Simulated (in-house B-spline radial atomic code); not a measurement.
Cd⁷⁺. Computed with a B-spline radial atomic code. Model: all-electron spherical atom, spin shells full or empty, radial basis limit, no spin-orbit coupling, Breit or QED, empty-state partial waves extrapolated as (l+1/2)^-4, RPA, G0W0 and static COHSEX of the highest shell as one setting changes (uncorrelated shells keep exact exchange).

Given: element Cd; charge 7; filled core Kr; hamiltonian one-electron scalar X2C; mean-field start HSE06; highest l of empty states 9; nuclear rms radius 4.6087 fm; highest mean-field shell 4d up.

Shell: 4d 5 0 (electrons up and down).

```tsv
lowest nl shells left uncorrelated	RPA correlation energy (hartree)	G0W0 level (eV)	G0W0 minus most complete (meV)	COHSEX level (eV)	linearised minus solved G0W0 (meV)
0	-3.1349	-132.01	0	-135.11	-7.7
1	-2.9636	-132.01	0.2	-135.11	-7.7
2	?	?	?	?	?
3	-2.2274	-132	16.8	-135.12	-7.6
4	-2.0504	-131.99	26.2	-135.1	-7.6
5	-1.5328	-131.95	59.7	-135.03	-7.6
6	-0.7264	-131.84	177.5	-134.73	-7.4
7	?	?	?	?	?
8	-0.14756	-132.27	-252.3	-134.22	-6
```

(1) What follows for lowest nl shells left uncorrelated = 7?

(2) What follows for lowest nl shells left uncorrelated = 2?

Results:

(1) RPA correlation energy -0.5768 hartree; G0W0 level -131.9 eV; G0W0 minus most complete 115.6 meV; COHSEX level -134.62 eV; linearised minus solved G0W0 -7.4 meV.

(2) RPA correlation energy -2.7726 hartree; G0W0 level -132.01 eV; G0W0 minus most complete 4.9 meV; COHSEX level -135.11 eV; linearised minus solved G0W0 -7.6 meV.
